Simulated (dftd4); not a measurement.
H2N (SMILES [NH2-]), charge -1, singlet, at a GFN2-xTB geometry; D4 for pbe (dftd4 4.2.0).

dftd4 was given this input:
```
$ dftd4 mol.xyz --func pbe --charge -1 --json dftd4.json --noedisp --property

# file mol.xyz
3

N     -0.00186075     0.10526655     0.10524874
H      0.81703017    -0.33632412    -0.38615523
H     -0.80400491    -0.40054172    -0.35058595
```

Question: Predict the main parts of the log of this dftd4 run.

Answer: 
```
                    ____  _____ _____     ____  _  _
      -------------|  _ \|  ___|_   _|---|  _ \| || |------------
     |             | | | | |_    | | ___ | | | | || |_           |
     |             | |_| |  _|   | ||___|| |_| |__   _|          |
     |             |____/|_|     |_|     |____/   |_|            |
     |             ===================================           |
     |            E. Caldeweyher, S. Ehlert & S. Grimme          |
     |          Mulliken Center for Theoretical Chemistry        |
     |                    University of Bonn                     |
      -----------------------------------------------------------

Rational (Becke-Johnson) damping: pbe-D4-ATM
---------------------
  s6         1.0000
  s8         0.9595
  s9         1.0000
  a1         0.3857
  a2         4.8069
 alp        16.0000
--------------------

Atomic data, radii in Ångström:
------------------------------------------------------
   Z          R(cov)      r4/r2   hardness         EN
------------------------------------------------------
   7 N        0.9467     1.4350     0.5044     3.0400
   1 H        0.4267     1.0622     0.4726     2.2000
------------------------------------------------------

Atomic reference systems (in atomic units):
----------------------------------------------------------------------------
   Z        #      CN     q+Z       C6(AA)   #      CN     q+Z       C6(AA)
----------------------------------------------------------------------------
   7 N      1  0.0000  7.0000      25.3714   2  0.8583  6.6470      32.5496
            3  1.8399  6.6987      28.5877   4  2.5804  6.1757      42.3910
            5  0.9809  7.0000      18.1534
   1 H      1  0.0000  1.0000       7.6362   2  0.8942  1.0000       3.0374
----------------------------------------------------------------------------

Atomic properties (in atomic units):
----------------------------------------------------------------------------
     #    Z              CN          q      C6(AA)        C8(AA)   alpha(0)
----------------------------------------------------------------------------
     1    7 N        1.7134    -1.1480     64.0623     1413.2666    11.8783
     2    1 H        0.8567     0.0740      2.0572       24.8677     2.2471
     3    1 H        0.8567     0.0740      2.0572       24.8677     2.2471
----------------------------------------------------------------------------

Molecular properties (in atomic units):
----------------------------------------
 molecular C6                 117.9599
 molecular C8                2258.5244
----------------------------------------

Dispersion energy:      -5.2468072063382E-04 Eh

[Info] JSON dump of results written to 'dftd4.json'
```
